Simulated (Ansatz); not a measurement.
`BB(N)[SiH3]`, relaxed with RKS PBE-D4/def2-SVP in the Gaussian-basis code of Ansatz from a rough embedded geometry. The force threshold is 0.03 eV/Å; the program also tests the step.

Charge 0, multiplicity 1.

Start:

```xyz
11

B     0.903   -1.405   -0.704
B     0.311    0.011   -0.272
N     0.935    1.277   -0.815
Si   -1.194    0.086    1.021
H     0.410   -2.461   -0.342
H     1.845   -1.520   -1.480
H     0.202    1.844   -1.236
H     1.253    1.836    0.089
H    -2.307   -0.589    0.333
H    -1.526    1.499    1.213
H    -0.831   -0.578    2.194
```

```
step  energy (eV)  largest force (eV/Å)  largest move (Å)
   1  -10818.1655                 3.096             0.000
   2  -10818.8480                 2.004             0.200
   3  -10819.0665                 2.458             0.196
   4  -10819.3843                 1.864             0.192
   5  -10819.7385                 2.098             0.200
   6  -10820.1741                 1.478             0.200
   7  -10820.4008                 2.210             0.195
   8  -10820.5752                 1.315             0.195
   9  -10820.6770                 0.469             0.195
  10  -10820.7057                 0.726             0.195
  11  -10820.7405                 1.577             0.200
  12  -10820.8078                 0.462             0.111
  13  -10820.8427                 0.094             0.200
  14  -10820.8595                 0.173             0.200
  15  -10820.8607                 0.240             0.096
  16  -10820.8655                 0.113             0.035
  17  -10820.8665                 0.009             0.014
```

End:

```xyz
11

B     0.829   -1.382   -0.767
B     0.347    0.150   -0.408
N     0.613    1.442   -0.869
Si   -1.009   -0.015    1.143
H     0.167   -2.113   -1.489
H     1.740   -1.924   -0.158
H     1.257    1.638   -1.639
H     0.192    2.287   -0.478
H    -2.310   -0.629    0.694
H    -1.317    1.375    1.662
H    -0.507   -0.830    2.307
```

It took 17 s on 2 threads of an INTEL XEON PLATINUM 8581C on a shared host, with 0.14 GiB of host memory at the peak.
